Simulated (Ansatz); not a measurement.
Nb₃Si₃ (the lowest doublet isomer of a short search), 6 atoms. Hardware: 4 threads of Arm Neoverse V2 on a shared host.

In the def2 sets Nb takes a core potential; there is no spin–orbit coupling. Correlated methods freeze 15 core orbitals; core or outer-core shells of Nb are correlated, in sets that lack core-valence functions.

Question: How many basis functions does each of these Ansatz runs have, and roughly what does it cost? r2SCAN-D4/def2-TZVP, charge 1 singlet at the geometry of the charge 0 doublet, energy, from earlier orbitals; ωB97X-V/def2-TZVP, charge 0 quartet, energy, from earlier orbitals; PBE-D4/def2-SVP, charge 0 doublet, energy with a search over starts; RPA@PBE/def2-TZVP, charge 0 doublet, energy, from earlier orbitals; PBE-D4/def2-TZVP, charge 0 doublet, energy, from earlier orbitals; PBE-D4/def2-SVP, charge 0 doublet, relaxation, 18 steps; MP2/def2-TZVP, charge 0 quartet, energy, from earlier orbitals; PBE0-D4/def2-SVP, charge 0 doublet, energy, from earlier orbitals; r2SCAN-D4/def2-TZVP, charge 0 doublet, energy, from earlier orbitals; PBE-D4/def2-TZVPD, charge 0 doublet, energy, from earlier orbitals; PBE-D4/def2-SVP, charge 0 doublet, frequencies; CCSD(T)/def2-SVP, charge 1 singlet at the geometry of the charge 0 doublet, energy, from earlier orbitals.

Answer: Other jobs shared the machine, so times can vary by a factor of up to 3. A dash marks memory too small to be measured apart from the calling script's.

| run | functions | fitting or Cholesky vectors | wall time | peak host memory (GiB) |
| --- | --- | --- | --- | --- |
| PBE0-D4/def2-SVP, charge 0 doublet, energy, from earlier orbitals | 147 | 1479 | 9 s | 0.6 |
| PBE-D4/def2-TZVP, charge 0 doublet, energy, from earlier orbitals | 231 | 1710 | 11 s | – |
| PBE-D4/def2-TZVPD, charge 0 doublet, energy, from earlier orbitals | 249 | 1779 | 11 s | 0.59 |
| r2SCAN-D4/def2-TZVP, charge 1 singlet at the geometry of the charge 0 doublet, energy, from earlier orbitals | 231 | 1710 | 13 s | – |
| RPA@PBE/def2-TZVP, charge 0 doublet, energy, from earlier orbitals | 231 | 1729 | 17 s | 0.89 |
| MP2/def2-TZVP, charge 0 quartet, energy, from earlier orbitals | 231 | 1729 | 20 s | 0.98 |
| PBE-D4/def2-SVP, charge 0 doublet, energy with a search over starts | 147 | 1419 | 24 s | – |
| r2SCAN-D4/def2-TZVP, charge 0 doublet, energy, from earlier orbitals | 231 | 1710 | 59 s | 1.1 |
| CCSD(T)/def2-SVP, charge 1 singlet at the geometry of the charge 0 doublet, energy, from earlier orbitals | 147 | 1479 | 1.7 min | 1.4 |
| PBE-D4/def2-SVP, charge 0 doublet, frequencies | 147 | 1419 | 2.1 min | – |
| PBE-D4/def2-SVP, charge 0 doublet, relaxation, 18 steps | 147 | 1419 | 2.2 min | – |
| ωB97X-V/def2-TZVP, charge 0 quartet, energy, from earlier orbitals | 231 | 1782 | 2.9 min | 1.7 |
